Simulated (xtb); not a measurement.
CH$_{4}$OZn, charge -1, doublet, at a GFN2-xTB geometry (such geometries of metal compounds can be far from the true shape) (a state made from the parent by changing its charge; the spin is typed, not shown lowest); GFN1-xTB run with xtb 6.7.1.

The xtb input:
```
$ xtb coord --gfn 1 --chrg -1 --uhf 1 --json

# file coord
$coord
      0.0540752123       0.2469972011       0.8778391632  zn
     -0.4144250461       2.7944923733      -2.7469124521  c
     -1.8542180196       4.2775139091      -2.5729494240  h
     -0.9690613266       1.5951708097      -4.3320173711  h
      1.3472966056       3.7418421262      -3.2895868419  h
      0.2382366765      -3.5956916337      -0.0834405169  o
      0.4343828972      -5.0258638793       1.0083775510  h
$end
```

Problem. Predict the main parts of the log of this xtb run.

Solution. 
```
   ID    Z sym.   atoms
    1   30 zn     1
    2    6 c      2
    3    1 h      3-5, 7
    4    8 o      6

           -------------------------------------------------
          |                Calculation Setup                |
           -------------------------------------------------

molecular fragmentation (1/2 indicates fragments):
1111122
# atoms in fragment 1/2:     5     2
 fragment masses (1/2) :       80.41       17.01
CMA distance (Bohr)    :   4.433
constraining FC (au)   :  0.0500

           -------------------------------------------------
          |                 G F N 1 - x T B                 |
           -------------------------------------------------

          ...................................................
          :                      SETUP                      :
          :.................................................:
          :  # basis functions                  20          :
          :  # atomic orbitals                  20          :
          :  # shells                           14          :
          :  # electrons                        17          :
          :  # halogen bonds                     0          :
          :  max. iterations                   250          :
          :  Hamiltonian                  GFN1-xTB          :
          :  restarted?                      false          :
          :  GBSA solvation                  false          :
          :  PC potential                    false          :
          :  electronic temp.          300.0000000     K    :
          :  accuracy                    1.0000000          :
          :  -> integral cutoff          0.2500000E+02      :
          :  -> integral neglect         0.1000000E-07      :
          :  -> SCF convergence          0.1000000E-05 Eh   :
          :  -> wf. convergence          0.2000000E-04 e    :
          :  Broyden damping             0.4000000          :
          :  net charge                         -1          :
          :  unpaired electrons                  1          :
          ...................................................

 iter      E             dE          RMSdq      gap      omega  full diag
   1     -9.9536739 -0.995367E+01  0.710E+00    3.39       0.0  T
   2     -9.9782691 -0.245952E-01  0.433E+00    4.17       1.0  T
   3     -9.9778119  0.457177E-03  0.103E+00    4.29       1.0  T
   4     -9.9788878 -0.107590E-02  0.300E-01    4.30       1.0  T
   5     -9.9793620 -0.474225E-03  0.479E-02    4.28       1.0  T
   6     -9.9793642 -0.218701E-05  0.104E-02    4.27       3.6  T
   7     -9.9793648 -0.535696E-06  0.103E-03    4.27      36.7  T
   8     -9.9793648 -0.878744E-08  0.491E-04    4.27      77.0  T
   9     -9.9793648 -0.111338E-08  0.590E-05    4.27     640.2  T
  10     -9.9793648 -0.991918E-11  0.130E-05    4.27    2916.9  T

   *** convergence criteria satisfied after 10 iterations ***

         :::::::::::::::::::::::::::::::::::::::::::::::::::::
         ::                     SUMMARY                     ::
         :::::::::::::::::::::::::::::::::::::::::::::::::::::
         :: total energy              -9.913429869761 Eh    ::
         :: gradient norm              0.030518457256 Eh/a0 ::
         :: HOMO-LUMO gap              4.274310268459 eV    ::
         ::.................................................::
         :: SCC energy                -9.979364775142 Eh    ::
         :: -> electrostatic           0.199548570853 Eh    ::
         :: repulsion energy           0.067236993364 Eh    ::
         :: dispersion energy         -0.001302087983 Eh    ::
         :: halogen bond corr.         0.000000000000 Eh    ::
         :: add. restraining           0.000000000000 Eh    ::
         :: total charge              -1.000000000000 e     ::
         :::::::::::::::::::::::::::::::::::::::::::::::::::::

           -------------------------------------------------
          |                Property Printout                |
           -------------------------------------------------

    * Orbital Energies and Occupations

         #    Occupation            Energy/Eh            Energy/eV
      -------------------------------------------------------------
         1        2.0000           -0.4595938             -12.5062
         2        2.0000           -0.3999011             -10.8819
         3        2.0000           -0.3026026              -8.2342
         4        2.0000           -0.2978841              -8.1058
         5        2.0000           -0.2936318              -7.9901
         6        2.0000           -0.2379028              -6.4737
         7        2.0000           -0.2046252              -5.5681
         8        2.0000           -0.1946069              -5.2955
         9        1.0000           -0.1082817              -2.9465 (HOMO)
        10                          0.0487963               1.3278 (LUMO)
        11                          0.0696836               1.8962
        12                          0.1029897               2.8025
        13                          0.1371817               3.7329
        14                          0.1588913               4.3237
        15                          0.2265598               6.1650
        16                          0.3704460              10.0803
        17                          0.4529472              12.3253
        18                          0.4650413              12.6544
        19                          0.6647105              18.0877
        20                          0.6822681              18.5655
      -------------------------------------------------------------
                  HL-Gap            0.1570780 Eh            4.2743 eV
             Fermi-level           -0.0905935 Eh           -2.4652 eV

  Mulliken/CM5 charges         n(s)   n(p)   n(d)
     1zn   -0.11575 -0.05788   1.563  0.552  0.000
     2c    -0.27987 -0.43747   1.024  3.255  0.000
     3h    -0.03109  0.01597   1.031  0.000  0.000
     4h    -0.00169  0.04627   1.002  0.000  0.000
     5h    -0.02417  0.02302   1.024  0.000  0.000
     6o    -0.78244 -0.99317   1.689  5.094  0.000
     7h     0.23500  0.40326   0.765  0.000  0.000

Wiberg/Mayer (AO) data.
largest (>0.10) Wiberg bond orders for each atom

 ---------------------------------------------------------------------------
     #   Z sym  total        # sym  WBO       # sym  WBO       # sym  WBO
 ---------------------------------------------------------------------------
     1  30 zn   1.403 --     6 o    0.679     2 c    0.647
     2   6 c    3.701 --     3 h    0.982     5 h    0.980     4 h    0.978
                             1 zn   0.647     6 o    0.108
     3   1 h    1.012 --     2 c    0.982
     4   1 h    1.008 --     2 c    0.978
     5   1 h    1.011 --     2 c    0.980
     6   8 o    1.733 --     7 h    0.940     1 zn   0.679     2 c    0.108
     7   1 h    0.958 --     6 o    0.940
 ---------------------------------------------------------------------------

Topologies differ in total number of bonds
Writing topology from bond orders to xtbtopo.mol

 dipole moment from electron density (au)
     X       Y       Z
   0.0609   0.3834   1.0099  total (Debye):    2.750

           -------------------------------------------------
          | TOTAL ENERGY               -9.913429869761 Eh   |
          | GRADIENT NORM               0.030518457256 Eh/α |
          | HOMO-LUMO GAP               4.274310268459 eV   |
           -------------------------------------------------

normal termination of xtb
```
